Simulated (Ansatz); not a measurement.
```xyz
12

C    -0.0420    1.7860   -0.5432
Si   -0.1956    0.3150    0.5882
C     0.8451   -1.1852    0.3298
C    -0.6428   -1.3448   -0.0792
H    -0.9947    2.3121   -0.6377
H     0.7018    2.4940   -0.1708
H     0.2669    1.4580   -1.5381
H    -0.6110    0.6331    1.9740
H     1.5644   -1.2032   -0.4835
H     1.1715   -1.7733    1.1814
H    -0.8322   -1.4611   -1.1422
H    -1.2314   -2.0307    0.5214
```

Charge 0, multiplicity 1.

**Question.** List the PBE0/def2-TZVPP orbital energies in eV (Ansatz). (An estimate is asked.)

**Answer.** The calculation gave: Occupied: -1802.04, -277.93, -277.77, -277.77, -144.41, -99.07, -99.06, -99.05, -21.50, -19.64, -16.40, -13.75, -12.72, -11.71, -11.53, -11.22, -9.95, -9.19, -8.12, -6.65. Lowest empty: 0.87, 1.15, 1.58, 1.83, 2.31, 2.91, 2.93, 2.96.
